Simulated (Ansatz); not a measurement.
Calculated with Ansatz (gas phase, PBE0-D4/def2-TZVP geometries, no zero-point term in ΔE). CCSD(T)/CBS adds triple-zeta CCSD(T) − MP2 to the extrapolated MP2 energy (def2 sets, frozen cores). This one scheme is used for every species. DFT in def2-TZVPP. For Ga outer-core shells are correlated without core-valence functions, which leaves a few kJ/mol of doubt a bond. Scalar relativity is left out up to krypton. One conformer a species, not always the lowest.

`CB[NH][GaH2]` + H–F → `CBF` + `[NH2][GaH2]`  (ligand exchange at a B–N bond)

(1) Is it downhill or uphill in electronic energy at CCSD(T)/CBS, and by how much? (An estimate is asked.)

(2) What do these levels give: r2SCAN-D4, ωB97X-V, ωB97M-V, B2PLYP, revPBE, BLYP, r2SCANh, HF/def2-SVP, CCSD(T)/def2-SVP, HF/def2-QZVPP, MP2/def2-QZVPP, CCSD/CBS(def2)? (Estimate.)

Largest T1 diagnostic among the species: 0.014.

Answers

(1) Computed: Downhill: ΔE = -21.3 kJ/mol.

(2) The calculation gave: r2SCAN-D4 -32.4, ωB97X-V -31.3, ωB97M-V -29.2, B2PLYP -32.4, revPBE -34.4, BLYP -42.4, r2SCANh -32.7, HF/def2-SVP -45.3, CCSD(T)/def2-SVP -34.3, HF/def2-QZVPP -44.8, MP2/def2-QZVPP -17.7, CCSD/CBS(def2) -24.0 kJ/mol.

Leaving LDA and LC-ωPBE aside and taking each functional with its dispersion term where it has one, the values, not all of them listed here, spread over 16.4 kJ/mol, from B97M-V to revPBE-D4. LDA lies +5.9 kJ/mol from PBE without D4. At CCSD(T), def2-SVP lies −13.1 kJ/mol from the extrapolated value and def2-TZVPP −0.8 kJ/mol. In def2-TZVPP, CCSD(T) changes the Hartree–Fock value by +22.0 kJ/mol (the triples alone add +2.8 kJ/mol) and MP2 by +26.2 kJ/mol.
